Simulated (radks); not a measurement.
The dysprosium ion Dy22+, 44 electrons, occupied as [Ar] 3d10 4s2 4p5.5 4d8 4f0.5 (fractional occupations, a model configuration).

Method: scalar-relativistic Kohn-Sham, MS2 meta-GGA, spin-polarised, spherical densities, finite nucleus; open shells are filled with parallel spins first (spin-orbit coupling, left out, can overturn this in heavy ions); meta-GGA in the generalised Kohn-Sham scheme; Fermi nuclear charge, rms radius 5.2218 fm; computed with a radial shooting solver on a logarithmic mesh with Libxc functionals.

Energy parts (eV):
part                      energy
total                 -325298.58
kinetic                351363.30
electron-nucleus      -766927.87
Hartree                 96741.15
exchange-correlation    -6475.17

Orbitals (lengths in bohr, moments of r in powers of bohr; <r^-3> diverges for s and p1/2):
orbital	occ.	eigenvalue (eV)	<r^-3>
1s up	1	-54339.55	-
1s down	1	-54339.14	-
2s up	1	-9595.165	-
2s down	1	-9593.933	-
2p up	3	-8580.568	12800
2p down	3	-8579.280	12800
3s up	1	-2639.648	-
3s down	1	-2639.001	-
3p up	3	-2326.675	2743
3p down	3	-2325.561	2744
3d up	5	-1927.388	366.6
3d down	5	-1925.456	366.6
4s up	1	-992.3156	-
4s down	1	-985.0923	-
4p up	3	-882.0770	715.6
4p down	2.5	-875.1261	712.4
4d up	5	-733.0048	88.81
4d down	3	-726.5034	88.48
4f up	0.5	-570.8985	18.46
4f down	0	-565.4204	18.50

The highest occupied level is 4f up at -570.90 eV. The density falls to 0.001 e/bohr^3 at r = 1.44 bohr. Summed over all electrons, <r^2> = 6.173 bohr^2, which gives a Langevin (diamagnetic) susceptibility term of -4.89 x 10^-6 cm^3/mol. The electron density at the nucleus is 7.773e+05 e/bohr^3 (large components only). The spin density at the nucleus is -6.72 e/bohr^3 (1s -2.82, 2s -10.34, 3s -1.08, 4s 7.53).
